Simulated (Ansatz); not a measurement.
Two isomers of C4H8BN: A = `C=CB(C)C=N`, B = `C=C=NB(C)C`.

Program: Ansatz. Geometries: PBE0-D4/def2-TZVP. ΔE: electronic, gas phase. CCSD(T)/CBS is the MP2 limit (def2-TZVPP, def2-QZVPP) plus CCSD(T) − MP2 in def2-TZVPP, frozen cores. DFT in def2-TZVPP. B3LYP here is the variant with VWN-RPA as its local correlation; programs differ in this. Each species was taken in one conformer, which may not be the lowest.

Which isomer does CCSD(T)/CBS put lower? Give the gap. (An estimate is asked.)

Ansatz gave: B, by 108.6 kJ/mol.

Give E(B) − E(A) in kJ/mol with B2PLYP, MP2/def2-TZVPP, CCSD/def2-TZVPP, B3LYP, HF/def2-TZVPP, r2SCAN-D4, B3LYP-D4. (Estimate.)

The calculation gave: B2PLYP -128.9, MP2/def2-TZVPP -122.8, CCSD/def2-TZVPP -108.2, B3LYP -135.9, HF/def2-TZVPP -112.4, r2SCAN-D4 -142.7, B3LYP-D4 -131.5. None reverses the order clearly.

Largest T1 diagnostic: 0.014.

From PBE to PBE0 (25 % exact exchange), in def2-TZVPP and without D4, E(B) − E(A) moves by +5.6 kJ/mol. The D4 term adds +4.4 kJ/mol with B3LYP and +2.3 kJ/mol with PBE0; it sums over pairs of atoms, weighted by their polarisabilities, and B3LYP, whose exchange is more repulsive, gets the larger term.
